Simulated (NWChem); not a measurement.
Program: NWChem. System: CH2I2, charge 0, spin multiplicity 3, at the geometry of a parent with another charge or spin, in a state set for the comparison that need not be this species' ground state. Its SCF solution wasn't tested for a lower state. Level: UMP2/def2-SVP with def2 effective core potentials on I, 9 core orbitals frozen.

Job file:

```
start mol
memory heap 200 mb stack 900 mb global 1100 mb
geometry units angstroms nocenter noautoz
  I      1.839079     0.000000     0.090760
  C      0.000000     0.000000    -1.048982
  I     -1.839079     0.000000     0.090760
  H      0.000000     0.904558    -1.663358
  H      0.000000    -0.904558    -1.663358
  symmetry group C2v
end
basis spherical
  * library def2-svp
end
ecp
  I library def2-ecp
end
scf
  uhf
  nopen 2
  maxiter 100
  thresh 1e-7
  semidirect memsize 60000000 filesize 0
  # guess.movecs holds the orbitals of an unrestricted PBE0 run
  vectors input guess.movecs output mol.movecs
end
mp2
  freeze core 9
end
task mp2 energy
```

Part of the output:

```
             Northwest Computational Chemistry Package (NWChem) 7.3.0
             --------------------------------------------------------

                                NWChem Input Module
                                -------------------

 Scaling coordinates for geometry "geometry" by  1.889725989
 (inverse scale =  0.529177249)

 Turning off AUTOSYM since
 SYMMETRY directive was detected!

                             Geometry "geometry" -> ""
                             -------------------------

 Output coordinates in angstroms (scale by  1.889725989 to convert to a.u.)

  No.       Tag          Charge          X              Y              Z
 ---- ---------------- ---------- -------------- -------------- --------------
    1 I                   53.0000     1.83907900     0.00000000     0.09076000
    2 C                    6.0000     0.00000000     0.00000000    -1.04898200
    3 I                   53.0000    -1.83907900     0.00000000     0.09076000
    4 H                    1.0000     0.00000000     0.90455800    -1.66335800
    5 H                    1.0000     0.00000000    -0.90455800    -1.66335800

 Effective nuclear repulsion energy (a.u.)     607.3704761000

            Nuclear Dipole moment (a.u.)
            ----------------------------
        X                 Y               Z
 ---------------- ---------------- ----------------
     0.0000000000     0.0000000000    -0.0000907068

      Symmetry information
      --------------------

 Group name             C2v
 Group number             16
 Group order               4
 No. of unique centers     3

      Symmetry unique atoms

     1    2    4


 Summary of "ao basis" -> "" (spherical)
 ------------------------------------------------------------------------------
       Tag                 Description            Shells   Functions and Types
 ---------------- ------------------------------  ------  ---------------------
 *                          def2-svp                  on all atoms

 Summary of "ao basis" -> "ao basis" (spherical)
 ------------------------------------------------------------------------------
       Tag                 Description            Shells   Functions and Types
 ---------------- ------------------------------  ------  ---------------------
 I                          def2-svp                10       26   4s4p2d
 C                          def2-svp                 6       14   3s2p1d
 H                          def2-svp                 3        5   2s1p

                                 NWChem SCF Module
                                 -----------------

  ao basis        = "ao basis"
  functions       =    76
  atoms           =     5
  alpha electrons =    30
  beta  electrons =    28
  charge          =   0.00
  wavefunction    = UHF
  use symmetry    = T
  symmetry adapt  = T

 Summary of "ao basis" -> "ao basis" (spherical)
 ------------------------------------------------------------------------------
       Tag                 Description            Shells   Functions and Types
 ---------------- ------------------------------  ------  ---------------------
 I                          def2-svp                10       26   4s4p2d
 C                          def2-svp                 6       14   3s2p1d
 H                          def2-svp                 3        5   2s1p

      Symmetry analysis of basis
      --------------------------

        a1         29
        a2         10
        b1         22
        b2         15

 Forming initial guess at       0.1s

   Symmetry analysis of molecular orbitals - initial alpha
   -------------------------------------------------------

  Numbering of irreducible representations:

     1 a1          2 a2          3 b1          4 b2

  Orbital symmetries:

     1 a1          2 a1          3 b1          4 a1          5 b1
     6 b2          7 a2          8 a1          9 b1         10 a1
    11 b1         12 b2         13 a2         14 a1         15 b1
    16 b2         17 a2         18 a1         19 b1         20 a1
    21 b1         22 a1         23 b2         24 a1         25 b1
    26 a2         27 b2         28 a1         29 b1         30 a1
    31 b1         32 a1         33 b2         34 a1         35 b1
    36 b2         37 a1         38 b1         39 b2         40 a2

   Symmetry analysis of molecular orbitals - initial beta
   ------------------------------------------------------

  Numbering of irreducible representations:

     1 a1          2 a2          3 b1          4 b2

  Orbital symmetries:

     1 a1          2 b1          3 a1          4 b1          5 a1
     6 a2          7 b2          8 b1          9 a1         10 a1
    11 b1         12 a2         13 b2         14 a1         15 b1
    16 a2         17 b2         18 a1         19 b1         20 a1
    21 b1         22 a1         23 b2         24 a1         25 b1
    26 a1         27 b1         28 a2         29 b2         30 a1
    31 b1         32 a1         33 b2         34 a1         35 b1
    36 b2         37 a1         38 b1         39 b2         40 a1

 Starting SCF solution at       0.1s

 ----------------------------------------------
         Quadratically convergent UHF

 Convergence threshold     :          1.000E-07
 Maximum no. of iterations :          100
 Integral*density screening:          1.000E-09
 ----------------------------------------------

              iter       energy          gnorm     gmax       time
             ----- ------------------- --------- --------- --------
                 1     -632.0997585963  3.53D-01  6.12D-02      1.0
                 2     -632.1161824751  1.22D-02  4.13D-03      1.2
[...]
   Bfn.  Coefficient  Atom+Function         Bfn.  Coefficient  Atom+Function
  ----- ------------  ---------------      ----- ------------  ---------------
    11      0.331929  1 I  px                51      0.331929  3 I  px
    14      0.295995  1 I  px                54      0.295995  3 I  px
    16     -0.293685  1 I  pz                56      0.293685  3 I  pz
    13     -0.291210  1 I  pz                53      0.291210  3 I  pz

 Vector   28  Occ=1.000000D+00  E=-2.779127D-01  Symmetry=a2
              MO Center=  2.5D-13,  3.5D-15,  7.1D-02, r^2= 5.5D+00
   Bfn.  Coefficient  Atom+Function         Bfn.  Coefficient  Atom+Function
  ----- ------------  ---------------      ----- ------------  ---------------
    15      0.445581  1 I  py                55     -0.445581  3 I  py
    12      0.387056  1 I  py                52     -0.387056  3 I  py
     9     -0.166323  1 I  py                49      0.166323  3 I  py

 Vector   29  Occ=0.000000D+00  E=-1.350979D-01  Symmetry=b2
              MO Center= -9.1D-13,  1.5D-13,  4.3D-02, r^2= 5.5D+00
   Bfn.  Coefficient  Atom+Function         Bfn.  Coefficient  Atom+Function
  ----- ------------  ---------------      ----- ------------  ---------------
    15      0.447541  1 I  py                55      0.447541  3 I  py
    12      0.367050  1 I  py                52      0.367050  3 I  py
     9     -0.159611  1 I  py                49     -0.159611  3 I  py

 Vector   30  Occ=0.000000D+00  E= 9.984769D-02  Symmetry=a1
              MO Center=  1.8D-13,  2.3D-14, -4.5D-01, r^2= 5.8D+00
   Bfn.  Coefficient  Atom+Function         Bfn.  Coefficient  Atom+Function
  ----- ------------  ---------------      ----- ------------  ---------------
    29      1.861397  2 C  s                 14      0.644309  1 I  px
    54     -0.644309  3 I  px                68     -0.571896  4 H  s
    73     -0.571896  5 H  s                  4     -0.463662  1 I  s
    44     -0.463662  3 I  s                 35      0.370460  2 C  pz
    16      0.296895  1 I  pz                56      0.296895  3 I  pz

 Vector   31  Occ=0.000000D+00  E= 1.445321D-01  Symmetry=b1
              MO Center=  1.5D-12, -1.8D-15, -2.5D-01, r^2= 5.5D+00
   Bfn.  Coefficient  Atom+Function         Bfn.  Coefficient  Atom+Function
  ----- ------------  ---------------      ----- ------------  ---------------
    33      1.008395  2 C  px                14      0.622857  1 I  px
    54      0.622857  3 I  px                16      0.487188  1 I  pz
    56     -0.487188  3 I  pz                 4     -0.439278  1 I  s
    44      0.439278  3 I  s                 30      0.405928  2 C  px
     3     -0.177947  1 I  s                 43      0.177947  3 I  s

 center of mass
 --------------
 x =   0.00000000 y =   0.00000000 z =   0.05005864

 moments of inertia (a.u.)
 ------------------
          79.753137199221           0.000000000000           0.000000000000
           0.000000000000        3139.293719725137           0.000000000000
           0.000000000000           0.000000000000        3071.319777974151

  Mulliken analysis of the total density
  --------------------------------------

    Atom       Charge   Shell Charges
 -----------   ------   -------------------------------------------------------
    1 I   25    24.98   1.83  0.22  1.24  0.68  2.93  3.12  2.48  2.43  9.83  0.23
    2 C    6     6.31   1.99  0.95  0.36  1.83  1.14  0.03
    3 I   25    24.98   1.83  0.22  1.24  0.68  2.93  3.12  2.48  2.43  9.83  0.23
    4 H    1     0.87   0.72  0.12  0.03
    5 H    1     0.87   0.72  0.12  0.03

  Mulliken analysis of the alpha density
  --------------------------------------

    Atom       Charge   Shell Charges
 -----------   ------   -------------------------------------------------------
    1 I   25    12.91   0.91  0.11  0.62  0.35  1.45  1.58  1.44  1.42  4.91  0.12
    2 C    6     3.28   1.00  0.55  0.13  1.02  0.56  0.01
    3 I   25    12.91   0.91  0.11  0.62  0.35  1.45  1.58  1.44  1.42  4.91  0.12
    4 H    1     0.45   0.37  0.07  0.01
    5 H    1     0.45   0.37  0.07  0.01

   Mulliken analysis of the beta density
   -------------------------------------

    Atom       Charge   Shell Charges
 -----------   ------   -------------------------------------------------------
    1 I   25    12.06   0.91  0.11  0.62  0.34  1.48  1.54  1.03  1.01  4.92  0.11
    2 C    6     3.03   0.99  0.40  0.23  0.81  0.58  0.01
    3 I   25    12.06   0.91  0.11  0.62  0.34  1.48  1.54  1.03  1.01  4.92  0.11
    4 H    1     0.42   0.35  0.05  0.01
    5 H    1     0.42   0.35  0.05  0.01

   Mulliken analysis of the spin density
   -------------------------------------

    Atom       Charge   Shell Charges
 -----------   ------   -------------------------------------------------------
    1 I   25     0.85  -0.00  0.00  0.00  0.01 -0.03  0.03  0.41  0.41 -0.01  0.02
    2 C    6     0.24   0.00  0.16 -0.11  0.21 -0.02 -0.00
    3 I   25     0.85  -0.00  0.00  0.00  0.01 -0.03  0.03  0.41  0.41 -0.01  0.02
    4 H    1     0.03   0.02  0.01  0.00
    5 H    1     0.03   0.02  0.01  0.00

       Multipole analysis of the density wrt the origin
       ------------------------------------------------

     L   x y z        total         alpha         beta         nuclear
     -   - - -        -----         -----         ----         -------
     0   0 0 0      0.000000    -30.000000    -28.000000     58.000000

     1   1 0 0     -0.000000      0.000000     -0.000000      0.000000
     1   0 1 0      0.000000      0.000000      0.000000      0.000000
     1   0 0 1     -0.499053      4.596186      4.509497     -9.604736

     2   2 0 0    -48.799178   -339.452568   -313.251362    603.904751
     2   1 1 0     -0.000000     -0.000000      0.000000      0.000000
     2   1 0 1      0.000000     -0.000000      0.000000      0.000000
     2   0 2 0    -43.483141    -27.248039    -22.078971      5.843869
     2   0 1 1      0.000000      0.000000      0.000000      0.000000
     2   0 0 2    -44.611382    -46.816711    -42.602844     44.808172

                   NWChem MP2 Semi-direct Energy/Gradient Module
                   ---------------------------------------------

  Basis functions       =     76
  Molecular orbitals    =     76
  Frozen core           =      9
  Frozen virtuals       =      0
  Active alpha occupied =     21
  Active beta occupied  =     19
  Active alpha virtual  =     46
  Active beta virtual   =     48
  Use MO symmetry       = T
  Use skeleton AO sym   = T

  AO/Fock/Back tols     =   1.0D-09  1.0D-09  1.0D-09

 GA uses MA = F    GA memory limited = T

 Available:
  local mem=  1.26D+08
 global mem=  1.44D+08
 local disk=  0.00D+00
  mp2_memr nvloc                    46
  nvloc new                    46
   1 passes of  21:        3145728                      36416                   9308092.
   1 passes of  21: M    126147563           G      144167648           F     123001835.

 Semi-direct pass number   1 of   1  for UHF alpha       at        2.0s
  vrange nnbf                  2831
  mp2_eaftype                    35  avail_ma_in_mb                  1099
 EAF : mp2_eaftype filesize          35    4654046.
  mp2_eaf for mointskh                     35
Node 0 wrote     21.9 Mb in      0.0 s     Agg I/O rate:   744.7 Mb/s
 Done moints_semi at        5.6s
  mp2_eaftype                    35  avail_ma_in_mb                  1064
 EAF : mp2_eaftype filesize          35    4654046.
  mp2_eaf for kh                    35
 Done maket at        5.8s
 Done multipass loop at        5.8s

 GA uses MA = F    GA memory limited = T

 Available:
  local mem=  1.26D+08
 global mem=  1.44D+08
 local disk=  0.00D+00
  mp2_memr nvloc                    48
  nvloc new                    48
   1 passes of  19:        3145728                      35039                   8788320.
   1 passes of  19: M    126147563           G      144167648           F     123001835.

 Semi-direct pass number   1 of   1  for UHF beta        at        5.8s
  vrange nnbf                  2831
  mp2_eaftype                    33  avail_ma_in_mb                  1099
 EAF : mp2_eaftype filesize          33    4394160.
  mp2_eaf for mointskh                     33
Node 0 wrote     20.7 Mb in      0.0 s     Agg I/O rate:   890.8 Mb/s
 Done moints_semi at        9.4s
  mp2_eaftype                    33  avail_ma_in_mb                  1066
 EAF : mp2_eaftype filesize          33    4394160.
  mp2_eaf for kh                    33
 Done maket at        9.6s
 Done multipass loop at        9.6s

          -------------------------------------------
          SCF energy                -632.116257611405
          Correlation energy          -0.393172896692
          Singlet pairs                0.000000000000
          Triplet pairs                0.000000000000
          Total MP2 energy          -632.509430508097
          -------------------------------------------

          ---------------------------------------------------
                    Spin Component Scaled (SCS) MP2
          Same spin pairs                     -0.114512628718
          Same spin scaling factor             0.333333333333
          Opposite spin pairs                 -0.278660267974
          Opposite spin scaling fact.          1.200000000000
          SCS-MP2 correlation energy          -0.372563197809
          Total SCS-MP2 energy              -632.488820809213
          ---------------------------------------------------

 -----------------------
 Performance information
 -----------------------

 Timer overhead =  2.42D-07 seconds/call

               Nr. of calls         CPU time (s)                 Wall time (s)                GFlops
             ---------------    -------------------     ------------------------------   -------------------
Name         Min   Avg   Max    Min     Avg     Max     Min     Avg     Max   Mx/calls   Min     Max     Sum
mp2: moin     2     2     2    7.2     7.2     7.2      7.2     7.2     7.2     3.6      0.0     0.0     0.0
mp2: make     2     2     2   0.37    0.37    0.37     0.37    0.37    0.37    0.18      0.0     0.0     0.0
mp2: tota     1     1     1    7.7     7.7     7.7      7.7     7.7     7.7     7.7      0.0     0.0     0.0

 The average no. of pstat calls per process was 5.00D+00
 with a timing overhead of 1.21D-06s

 Task  times  cpu:        9.6s     wall:        9.6s

 Total times  cpu:        9.6s     wall:        9.6s
```
